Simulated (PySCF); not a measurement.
# Electron correlation in Ar²⁺ (argon, charge +2)

[Ne] 3s1 3p4 4s1, high-spin 5P determinant (an excited configuration). Calculation: PySCF 2.14, in x2c-TZVPPall with one added diffuse shell each of s, p, d type (6s6p4d1f, 51 functions); the spin-free X2C one-electron Hamiltonian (Gaussian nucleus). Frozen: [Ne]; 6 electrons correlated.

MP2 pair energies summed by pair of shells (mhartree):

```csv
pair,energy,share (%)
3p-3p,-94.52,72.9
3p-4s,-24.60,19.0
3s-3p,-10.16,7.8
3s-4s,-0.45,0.3
```

Total MP2 correlation energy: -129.74 mhartree.

Same-spin part -37.74 and opposite-spin part -92.00 mhartree; SCS-MP2 scales them by 1/3 and 6/5 to -122.97 mhartree.
